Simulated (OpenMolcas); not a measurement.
# Cr3+ in a ligand field

Cr3+ with 6 ligands (ammonia) in octahedral coordination (S6) at 2.04 Å. Ligand basis ANO-RCC-VDZP.
```
Cr    0.0000    0.0000    0.0000
N     2.0400    0.0000    0.0000
H     2.4221    0.9457    0.0000
H     2.4221   -0.4729    0.8190
H     2.4221   -0.4729   -0.8190
N     0.0000    2.0400    0.0000
H     0.0000    2.4221    0.9457
H     0.8190    2.4221   -0.4729
H    -0.8190    2.4221   -0.4729
N    -2.0400    0.0000    0.0000
H    -2.4221   -0.9457    0.0000
H    -2.4221    0.4729   -0.8190
H    -2.4221    0.4729    0.8190
N     0.0000   -2.0400    0.0000
H     0.0000   -2.4221   -0.9457
H    -0.8190   -2.4221    0.4729
H     0.8190   -2.4221    0.4729
N     0.0000    0.0000    2.0400
H     0.9457    0.0000    2.4221
H    -0.4729    0.8190    2.4221
H    -0.4729   -0.8190    2.4221
N     0.0000    0.0000   -2.0400
H    -0.9457    0.0000   -2.4221
H     0.4729   -0.8190   -2.4221
H     0.4729    0.8190   -2.4221
```

```yaml
Program: OpenMolcas 26.06
Method: CASSCF
Basis: ANO-RCC-VTZP [6s5p3d2f1g]
Scalar_Hamiltonian: DKH2, point nucleus
Active_space: 3 electrons in 5 orbitals (3d)
State_averaging: 2S+1 = 4 even, 10 roots; 2S+1 = 2 even, 40 roots
Spin-orbit_coupling: RASSI with atomic mean-field integrals over the reference wave functions
```

The lowest spin-free states, above the lowest:

```tsv
State	Degeneracy	E (cm-1)
2S+1 = 4	1	0.0
2S+1 = 2	2	19506
2S+1 = 2	1	20396
2S+1 = 2	2	20431
2S+1 = 4	1	21521
2S+1 = 4	2	21589
2S+1 = 2	2	28982
2S+1 = 2	1	29043
2S+1 = 4	1	31229
2S+1 = 4	2	31238
2S+1 = 2	1	37472
2S+1 = 2	1	39772
2S+1 = 2	2	39834
2S+1 = 2	2	41044
2S+1 = 2	1	41111
2S+1 = 2	2	43383
2S+1 = 2	1	47113
2S+1 = 2	2	47137
2S+1 = 4	1	48748
2S+1 = 4	2	48937
```

The lowest levels with spin-orbit coupling:

```json
{"E (cm-1)": "0.0", "Degeneracy": "4", "2S+1": "4", "g": ""}
{"E (cm-1)": "19458", "Degeneracy": "2", "2S+1": "2", "g": "0.00 0.00 1.74"}
{"E (cm-1)": "19464", "Degeneracy": "2", "2S+1": "2", "g": "0.17 0.17 1.95"}
{"E (cm-1)": "20359", "Degeneracy": "2", "2S+1": "2", "g": "1.58 2.86 2.86"}
{"E (cm-1)": "20383", "Degeneracy": "2", "2S+1": "2", "g": "0.00 0.00 4.28"}
{"E (cm-1)": "20449", "Degeneracy": "2", "2S+1": "2", "g": "0.34 0.64 0.64"}
{"E (cm-1)": "21458", "Degeneracy": "2", "2S+1": "4", "g": "2.39 3.21 3.21"}
{"E (cm-1)": "21510", "Degeneracy": "2", "2S+1": "4", "g": "0.00 0.00 5.25"}
{"E (cm-1)": "21550", "Degeneracy": "2", "2S+1": "4", "g": "2.76 3.02 3.02"}
{"E (cm-1)": "21659", "Degeneracy": "2", "2S+1": "4", "g": "0.50 3.59 3.59"}
{"E (cm-1)": "21682", "Degeneracy": "2", "2S+1": "4", "g": "0.00 0.00 3.61"}
{"E (cm-1)": "21698", "Degeneracy": "2", "2S+1": "4", "g": "0.13 0.13 6.57"}
{"E (cm-1)": "28933", "Degeneracy": "2", "2S+1": "2", "g": "0.00 0.00 0.19"}
{"E (cm-1)": "28959", "Degeneracy": "2", "2S+1": "2", "g": "0.46 0.46 1.38"}
{"E (cm-1)": "29084", "Degeneracy": "2", "2S+1": "2", "g": "0.36 2.41 2.41"}
{"E (cm-1)": "31207", "Degeneracy": "2", "2S+1": "4", "g": "0.00 0.00 3.59"}
{"E (cm-1)": "31209", "Degeneracy": "2", "2S+1": "4", "g": "1.57 1.57 2.28"}
{"E (cm-1)": "31228", "Degeneracy": "2", "2S+1": "4", "g": "1.62 1.62 2.06"}
{"E (cm-1)": "31289", "Degeneracy": "2", "2S+1": "4", "g": "0.00 0.00 3.88"}
{"E (cm-1)": "31295", "Degeneracy": "2", "2S+1": "4", "g": "0.97 2.54 2.54"}
```

Powder χT (cm3 K/mol): 1.83 at 2 K, 1.83 at 10 K, 1.83 at 50 K, 1.84 at 100 K, 1.84 at 200 K, 1.85 at 300 K. The effective moment at 300 K is 2.828 √(χT) = 3.85 μB.

The lowest level has 2S+1 = 4, for which the spin-only value is χT = S(S+1) / 2 = 1.875 cm3 K/mol (g = 2). The computed 1.849 at 300 K differs by -0.026, through orbital momentum, spin-orbit coupling and any other state in reach.

Metal share of the active 3d orbitals (Löwdin): 85, 85, 97, 97, 97 %; Mulliken charge of the metal 1.80.

Without dynamic correlation the repulsion within the d shell is too large (B by tens of per cent), so at a given field states of lower spin stand too high. Ligand-to-metal charge-transfer states are missing. With no ligand orbital active B as a rule stays too high, so bands that hang on it stand too high and its fall with covalency is understated. With metal d orbitals alone the field can be off either way by tens of per cent. No measured value stands beside these numbers; the geometry is a model, was not optimised and need not be the one that this ion takes.

The RASSCF and RASSI steps took 72 s on 1 thread of Arm Neoverse V1 (shared host); the integral step is not counted.
